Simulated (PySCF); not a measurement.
Selenium: a sound run and one with changed settings

Sound run: Se [Ar] 3d10 4s2 4p4, Se⁺ [Ar] 3d10 4s2 4p3. Computed with PySCF 2.14 in x2c-SVPall (5s4p3d, 32 functions), with the spin-free X2C one-electron Hamiltonian (Gaussian nucleus). In the sound run the correlated levels freeze [Ar] 3d10. The sound run starts from symmetry-adapted Hartree-Fock orbitals and uses a fine grid where one is needed.

Changed run: no relativity, point nucleus. This setting is unsound on purpose.

```json
{"species": "Se", "method": "UHF", "sound run (hartree)": "-2427.64268", "changed run (hartree)": "-2387.31493", "converged": "yes"}
{"species": "Se", "method": "M06-2X", "sound run (hartree)": "-2429.48235", "changed run (hartree)": "-2389.16074", "converged": "yes"}
{"species": "Se", "method": "BP86", "sound run (hartree)": "-2429.70589", "changed run (hartree)": "-2389.38222", "converged": "yes"}
{"species": "Se", "method": "MP2", "sound run (hartree)": "-2427.71710", "changed run (hartree)": "-2387.38953", "converged": "yes"}
{"species": "Se", "method": "CCSD(T)", "sound run (hartree)": "-2427.73403", "changed run (hartree)": "-2387.40701", "converged": "yes"}
{"species": "Se⁺", "method": "UHF", "sound run (hartree)": "-2427.32952", "changed run (hartree)": "-2386.99537", "converged": "yes"}
{"species": "Se⁺", "method": "M06-2X", "sound run (hartree)": "-2429.13046", "changed run (hartree)": "-2388.80354", "converged": "yes"}
{"species": "Se⁺", "method": "BP86", "sound run (hartree)": "-2429.34640", "changed run (hartree)": "-2389.01649", "converged": "yes"}
{"species": "Se⁺", "method": "MP2", "sound run (hartree)": "-2427.38872", "changed run (hartree)": "-2387.05539", "converged": "yes"}
{"species": "Se⁺", "method": "CCSD(T)", "sound run (hartree)": "-2427.40450", "changed run (hartree)": "-2387.07193", "converged": "yes"}
```

Ionisation energy of Se:

```tsv
method	sound run (eV)	changed run (eV)
UHF	8.521	8.696
M06-2X	9.575	9.720
BP86	9.782	9.952
MP2	8.936	9.093
SCS-MP2	8.963	9.119
CCSD	8.959	9.110
CCSD(T)	8.967	9.118
```

Most of the change in total energy is the relativistic energy itself. On top of that the contraction fixes the core shape for the Hamiltonian it was made with, so the changed run is not a good calculation with the other Hamiltonian either.

For comparison, NIST gives 9.752 eV between the lowest levels.
